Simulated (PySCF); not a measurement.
TDDFT excited states: C3H6FNSi2

Species: C3H6FNSi2.
Numbering: `[N:1]#[C:2][SiH2:3]/[CH:4]=[C:5](\[F:6])[SiH3:7]` (hydrogens: H8, H9 on Si3; H10 on C4; H11, H12, H13 on Si7)

Computed with PySCF, TDDFT CAM-B3LYP/def2-SVPD, vertical, gas phase, core orbitals frozen in the response. The structure is a single GFN2-xTB conformer in the gas phase; no vibrational or solvent corrections. Torsions of this conformer, `[N:1]#[C:2][SiH2:3]/[CH:4]=[C:5](\[F:6])[SiH3:7]`: C2–Si3–C4–C5 180°.

```
state  E (eV)  λ (nm)       f  |μ| (D)  symmetry   main configurations (H = HOMO, L = LUMO)
   S1    6.50   190.7   0.492     4.47        A′                                  H→L (96%)
   S2    6.66   186.2  0.0001     0.06         –                                H-1→L (86%)
   S3    7.17   173.0  0.0024     0.30        A″                   H→L+1 (45%), H→L+2 (33%)
   S4    7.24   171.3  0.0005     0.13         –  H-2→L+1 (22%), H→L+2 (18%), H-2→L+2 (11%)
   S5    7.37   168.2  0.0001     0.05         –                   H→L+1 (41%), H→L+2 (28%)
   S6    7.51   165.0  0.0054     0.43        A′  H-2→L+4 (26%), H-2→L (22%), H-3→L+1 (12%)
   S7    7.56   164.0  0.0016     0.24         –  H-2→L+1 (23%), H-3→L (14%), H-1→L+4 (13%)
   S8    7.89   157.1  0.0033     0.33        A″                   H→L+3 (57%), H→L+5 (10%)
```

Triplets, Tamm–Dancoff:

| state | E (eV) | λ (nm) | main configurations (H = HOMO, L = LUMO) |
| --- | --- | --- | --- |
| T1 | 4.02 | 308.6 | H→L (86%) |
| T2 | 6.00 | 206.5 | H-2→L+4 (32%), H-3→L+1 (11%), H-2→L (11%) |
| T3 | 6.04 | 205.2 | H-1→L (84%) |

The lowest singlet comes at 191 nm (627 kJ/mol) in the vacuum ultraviolet; it is strong; its leading configuration is HOMO→LUMO (96%). The lowest level is also the most intense of those listed (f = 0.492). Löwdin shares by element: HOMO carbon 66% or more, fluorine 13%, silicon 6% or more (atoms not listed hold the other 16%); LUMO carbon 51% or more, silicon 22% (atoms not listed hold the other 27%). Orbital energies (eV): HOMO-3 -11.69, HOMO-2 -11.28, HOMO-1 -10.81, HOMO -9.65, LUMO -0.33, LUMO+1 0.56, LUMO+2 0.78. The listed states span 1.39 eV, and the widest gap between neighbours is 0.51 eV (S2 to S3). Weighted by f, the mean energy of these states is 6.53 eV. No computed singlet lies in the visible range (380 to 750 nm); the lowest, at 191 nm, stands 3.24 eV above its violet end (3.26 eV). Symmetry labels in Cs follow from the direction of the transition dipole and are given only for states with f of 0.002 or more. The window holds the lowest 8 singlets.
